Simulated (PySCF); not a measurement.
# Computed spin Hamiltonian

CH3O2Si (doublet state).
Structure used (GFN2-xTB), in Å, numbered top down from 1:
```
atom  x, y, z in Å
O1     2.0847   -0.3983    1.1533
C2     1.7323   -0.5884    0.0284
O3     0.6446   -0.3906   -0.6089
Si4   -0.8680    0.2476   -0.1968
H5    -1.4279   -0.5890    0.8567
H6    -1.4964    0.1003   -1.4989
H7    -0.6660    1.6233    0.2393
```

The hyperfine couplings belong to this conformer and change with its torsions.

Identity: `O=[C]O[SiH3]` [radical].

Computed, not measured: UKS B3LYP, pcH-1 on C H O Si, non-relativistic, mean-field spin-orbit, GIAO (PySCF). One conformer (not necessarily the lowest) at the GFN2-xTB geometry, without solvent, vibrations or thermal averaging. A GFN2-xTB geometry isn't a minimum of the functional, and hyperfine couplings can be far from their values at a DFT geometry. The SCF solution wasn't tested for stability.

```
g1, g2, g3 : 1.99787, 2.00189, 2.00393
g_iso      : 2.00123
Form of g  : rhombic: the two nearest values differ by 34 % of g3 − g1
⟨S²⟩       : 0.7528 (exact 0.7500)
```

Hyperfine couplings atom by atom, in MHz; T1 to T3 are the principal values of the dipolar part:

```
atom  isotope   a_iso  of which spin–orbit     T1     T2    T3  Mulliken spin population
  O1      17O   -62.4                  0.2  -91.4   40.6  50.8                      0.18
  C2      13C   605.3                 -0.3  -52.1  -43.6  95.7                      0.70
  O3      17O  -263.2                  0.1  -23.2   10.1  13.0                      0.02
 Si4     29Si   -49.9                  0.1  -21.2   10.4  10.7                      0.09
  H5       1H     2.9                  0.0   -2.4   -0.9   3.3                      0.00
  H6       1H    -2.8                  0.0   -2.3   -1.1   3.4                      0.00
  H7       1H     2.8                  0.0   -2.4   -0.9   3.3                      0.00
```

The largest Mulliken spin populations are on C2 (+0.70), O1 (+0.18) and Si4 (+0.09).

Under fast tumbling the dipolar parts average out, and these isotropic splittings remain: 3 × 1H (H5/H6/H7, I = 1/2, 4 lines) with 0.03 mT.

Means are taken over nuclei equivalent by connectivity, which assumes that they swap fast. The three 1H nuclei of mean +0.9 MHz run from -2.8 to 2.9 MHz in the frozen geometry.

The 17O coupling of O3 (-263.2 MHz) shows only in satellite lines or after enrichment, since that isotope makes up about 0.038 % of natural oxygen.

The 13C coupling of C2 (605.3 MHz) shows only in satellite lines or after enrichment, since that isotope makes up about 1.07 % of natural carbon.
